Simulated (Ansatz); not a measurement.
Q: Predict a relaxed structure of [Cu(PH3)3]+ (CuP3H9⁺), charge 1, singlet, at B3LYP-D4/def2-SVP (Ansatz).

A: 
Cartesian coordinates in Å:
```
Cu -0.0002 0.0000 -0.0025
P 0.6549 1.8344 1.2486
H -0.1526 2.9966 1.3267
H 1.8846 2.4497 0.9034
H 0.8927 1.6437 2.6331
P -1.9366 0.0935 -1.2672
H -2.0967 1.1829 -2.1601
H -3.1637 0.2097 -0.5667
H -2.2902 -0.9599 -2.1471
P 1.2828 -1.9266 0.0155
H 1.7556 -2.4169 -1.2279
H 0.6751 -3.1138 0.4962
H 2.4943 -1.9935 0.7481
```
The metal has 3 neighbours: P 2.32 Å, P 2.31 Å, P 2.31 Å. This is one stationary point.
